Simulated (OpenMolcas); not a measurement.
## Predicting a hybrid from its neighbours: CSe

The species is CSe (2 atoms), meant as a singlet with charge 0. SMILES: `[C][Se]`. The coordinates come from a PBE0-D4/def2-TZVP relaxation.

The HOMO–LUMO gap y, in eV, basis cc-pVTZ; a is the functional's share of exact exchange. Programs: OpenMolcas 26.06.

| functional | program | a | y (eV) |
| --- | --- | --- | --- |
| TPSS | OpenMolcas | 0 | 3.89 |
| revPBE | OpenMolcas | 0 | 3.66 |
| B3LYP | OpenMolcas | 0.2 | ? |
| PBE0 | OpenMolcas | 0.25 | 6.05 |
| BHLYP | OpenMolcas | 0.5 | 8.54 |

Question: Fit y = c + s·a to the known rows and predict B3LYP.

Answer: 
1. Means of the 4 rows: a = 0.1875, y = 5.535.
2. Σ(Δa)² = 0.17188, Σ(Δa·Δy) = 1.6312, so the slope is 1.6312/0.17188 = 9.4903.
3. Intercept: 5.535 − (9.4903) × 0.1875 = 3.756. The largest residual of the fit is 0.13.
4. B3LYP: 3.756 + (9.4903) × 0.2 = 5.65 eV.

The run gave 5.58 eV, so the prediction is off by +0.07 eV, within the scatter of the fit. Exact exchange lowers occupied levels and raises empty ones. The rows mix families of semi-local functionals, which the line can't see.
